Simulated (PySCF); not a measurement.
FH3S3Ti, multiplicity 1. Atoms are numbered in the order given.

```xyz
8

Ti     0.2287    -0.2478    -0.0276
F      1.3593    -1.5580    -0.0268
S      0.9428     1.5584     1.1176
H      1.3099     0.7505     2.1456
S     -0.1983     0.4936    -2.1192
H     -1.4041     0.9250    -1.6736
S     -1.7125    -0.8130     1.0007
H     -1.6829    -2.0256     0.3902
```
Charge 0, spin multiplicity 1.

Coordinates come from a PBE0-D3(BJ)/def2-SVP optimisation. The spin state was assumed, not searched. The structure was generated by enumeration; whether it is a known compound was not checked. The values are those of a single conformer.

Level of theory: TDA-PBE0/def2-SVPD (PySCF).

Vertical excitations. 

Computed excitation energies, oscillator strengths and character:
```csv
state,energy (eV),λ (nm),f,main pairs
S1,3.37,368,0.011,HOMO→LUMO 88 %
S2,3.54,350,0.015,"HOMO→LUMO+1 75 %, HOMO−1→LUMO 12 %"
S3,3.75,331,0.007,"HOMO−1→LUMO+1 35 %, HOMO−2→LUMO 26 %, HOMO−1→LUMO 26 %, HOMO→LUMO+1 5 %"
S4,3.91,317,0.020,"HOMO−1→LUMO 34 %, HOMO−2→LUMO 15 %, HOMO−2→LUMO+1 13 %, HOMO−1→LUMO+1 8 %"
S5,3.97,312,0.023,"HOMO−1→LUMO+1 34 %, HOMO−2→LUMO 19 %, HOMO−2→LUMO+1 15 %, HOMO−1→LUMO 6 %"
S6,4.08,304,0.010,"HOMO−2→LUMO+1 33 %, HOMO−4→LUMO 17 %, HOMO−3→LUMO 12 %, HOMO−2→LUMO 9 %"
S7,4.17,297,0.003,"HOMO→LUMO+2 43 %, HOMO−4→LUMO 32 %, HOMO−3→LUMO 9 %"
S8,4.21,294,0.010,"HOMO→LUMO+2 36 %, HOMO−4→LUMO 15 %, HOMO−3→LUMO+1 12 %, HOMO−2→LUMO 8 %"
S9,4.30,288,0.001,"HOMO−3→LUMO 33 %, HOMO→LUMO+3 28 %, HOMO−4→LUMO 8 %, HOMO−4→LUMO+1 7 %"
S10,4.31,288,0.001,"HOMO−3→LUMO+1 49 %, HOMO→LUMO+3 16 %, HOMO−4→LUMO 13 %"
T1,3.03,409,0,HOMO→LUMO 74 %
T2,3.08,403,0,"HOMO→LUMO+1 54 %, HOMO−1→LUMO 28 %, HOMO→LUMO 8 %"
T3,3.20,387,0,"HOMO−1→LUMO 43 %, HOMO→LUMO+1 24 %, HOMO−2→LUMO+1 10 %, HOMO−1→LUMO+1 8 %"
T4,3.48,356,0,"HOMO−2→LUMO 33 %, HOMO−1→LUMO+1 24 %, HOMO−2→LUMO+1 13 %, HOMO→LUMO 9 %"
```
Triplets are in the Tamm–Dancoff approximation.
